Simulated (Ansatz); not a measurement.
Energy needed to pull apart AsH$_{3}$SO (SMILES OS[AsH2]), closed shell, into free ground-state atoms, from the structure below (displaced at random from a GFN2-xTB minimum); no zero-point or spin–orbit terms; open-shell atoms are treated unrestricted, in their ground-state multiplicity.

```
6
angstrom
O -0.7199 -1.1871 -0.5761
S -1.2764 0.4204 -0.4664
As 0.6883 1.4391 0.2551
H -1.2069 -1.7986 0.1102
H 1.5631 0.5532 -0.6667
H 0.9063 0.4931 1.4123
```

Computed with Ansatz 0.2.0 (basis: def2-TZVPP); correlated methods freeze the cores. Filled d shells of the heavier atoms are correlated. The def2 sets are not built for correlating such inner shells, so the correlated values are less sure here.

```csv
method,atomization energy (kJ/mol)
PBE-D4,1634
r2SCAN-D4,1579
PBE0-D4,?
CAM-B3LYP-D4,1571
wB97X-V,1591
wB97M-V,?
HF,883
MP2,1511
CCSD,1460
CCSD(T),1503
```

(1) What does PBE0-D4 give? (An estimate is asked for; the value comes from the calculation.)

(2) What does wB97M-V give? (An estimate is asked for; the value comes from the calculation.)

No T1 diagnostic of these runs exceeds 0.014.

## Answers

(1) By the calculation: 1554 kJ/mol, which is about 51 kJ/mol more than CCSD(T)/def2-TZVPP.

(2) The calculation gives: 1579 kJ/mol, which is about 76 kJ/mol more than CCSD(T)/def2-TZVPP.

In triple zeta the MP2 and coupled-cluster atomization energies are still short of their basis limit by a few kcal/mol a bond, whereas those of the functionals are nearly converged, so these differences are not deviations from converged CCSD(T).

For scale, one of the runs: CCSD(T)/def2-TZVPP forces, 163 basis functions (an equivalent command: `ansatz run in.yaml --threads 4`). Hardware: 4 CPU threads, shared host. Wall time 82 s; peak host memory 2.2 GiB.
